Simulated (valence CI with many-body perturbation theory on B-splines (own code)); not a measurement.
Results of a calculation; reference values are marked as such.
**A CI+MBPT run for Re LIV**

The program does CI of the valence electrons with many-body perturbation theory for a frozen closed Dirac-Fock core.

Command, and the settings that its task file holds:

```sh
python run_cv.py task.json out
```

```
atom Re  Z=75  mass_number=187  rms_radius_fm=5.3698
core [Ar]
valence 3d5
avg = 1
basis = S
breit = 1
cap = 10000
capref = 1200
cscale = 1
de = 0.0
dress = 0
eps = 2e-08
extrap = 1
h = 0.27
hh = 1
l2 = 3
lcore = 6
maxit = 60
n2 = 5
natural = 1
nlev = 21
nno = [3, 3, 3, 3, 1]
nroot = 26
nsp = [3, 3, 2, 2, 0]
pt2 = 1
qed = 1
rpa = 1
s1 = 1
s2 = 1
s3 = 1
screen = 1
tol = 2e-05
whole = 1
```

Problem. What became of the run, and why?

Solution. It gave no result: the electrons of core and valence do not add up to the charge. The program said: "core and valence hold 23 electrons, the ion has 22".
